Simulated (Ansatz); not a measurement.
`C=C=C[SiH](C)F` + H₂O → `C[SiH](O)F` + `C=C=C`  (formal hydrolysis of the Si–C bond)

Isolated molecules relaxed with PBE0-D4/def2-TZVP in Ansatz; ΔE leaves out vibrations. CCSD(T)/CBS adds triple-zeta CCSD(T) − MP2 to the extrapolated MP2 energy (def2 sets, frozen cores). This one scheme is used for every species. DFT in def2-TZVPP. One conformer a species, not always the lowest.

(1) Is it downhill or uphill in electronic energy at CCSD(T)/CBS, and by how much? (An estimate is asked.)

(2) What do these levels give: r2SCAN-D4, PBE0-D4, ωB97X-V, B2PLYP, PBE, SCS-MP2/def2-QZVPP? (An estimate is asked.)

Largest T1 diagnostic among the species: 0.012.

## Answers

(1) Computed: Downhill: ΔE = -89.2 kJ/mol.

(2) Ansatz gave: r2SCAN-D4 -91.5, PBE0-D4 -84.2, ωB97X-V -92.8, B2PLYP -97.3, PBE -87.2, SCS-MP2/def2-QZVPP -92.2 kJ/mol.

In def2-TZVPP, CCSD(T) changes the Hartree–Fock value by +19.3 kJ/mol (the triples alone add +3.4 kJ/mol) and MP2 by +22.7 kJ/mol. The D4 term adds +8.6 kJ/mol with B3LYP and +5.2 kJ/mol with PBE0; it sums over pairs of atoms, weighted by their polarisabilities, and B3LYP, whose exchange is more repulsive, gets the larger term.

B3LYP here is the variant with VWN-RPA as its local correlation; programs differ in this.
